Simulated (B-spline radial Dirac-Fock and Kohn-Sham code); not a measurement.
**Auger parameter of thallium: the K level and its strongest K-LL line**

Calculated with a B-spline atomic structure program, using relaxed Dirac-Fock hole states (ΔSCF) with Breit and QED corrections and a finite nucleus. The modified Auger parameter α′ is the binding energy plus the kinetic energy of the Auger electron; it does not depend on the energy zero. For free ions it tends to fall with charge, since less charge screens the final holes.

| species | configuration | binding 1s (eV) | Auger line | kinetic (eV) | α′ (eV) |
| --- | --- | --- | --- | --- | --- |
| Tl | [Xe] 4f14 5d10 6s2 6p1 | 85531.8 | L2L3 J=2 | 57880.4 | 143412.2 |
| Tl | [Xe] 4f14 5d10 6s1 6p2 | 85533.7 | L2L3 J=2 | 57878.7 | 143412.4 |
| Tl⁺ | [Xe] 4f14 5d10 6s2 | 85540.0 | L2L3 J=2 | 57870.7 | 143410.8 |
| Tl⁺ | [Xe] 4f14 5d9 6s2 6p1 | 85546.5 | L2L3 J=2 | 57863.4 | 143409.9 |
| Tl²⁺ | [Xe] 4f14 5d10 6s1 | 85551.2 | L2L3 J=2 | 57858.5 | 143409.7 |
| Tl³⁺ | [Xe] 4f14 5d10 | 85563.3 | L2L3 J=2 | 57845.6 | 143408.9 |
| Tl³⁺ (Watson 1.6 Å) | [Xe] 4f14 5d10 | 85536.5 | L2L3 J=2 | 57872.5 | 143409.0 |
| Tl⁴⁺ | [Xe] 4f14 5d9 | 85581.6 | L2L3 J=2 | 57825.6 | 143407.2 |
| Tl⁵⁺ | [Xe] 4f14 5d8 | 85601.0 | L2L3 J=2 | 57804.5 | 143405.5 |
| Tl⁶⁺ | [Xe] 4f14 5d7 | 85621.5 | L2L3 J=2 | 57782.4 | 143403.9 |
| Tl⁷⁺ | [Xe] 4f14 5d6 | 85643.1 | L2L3 J=2 | 57759.3 | 143402.4 |
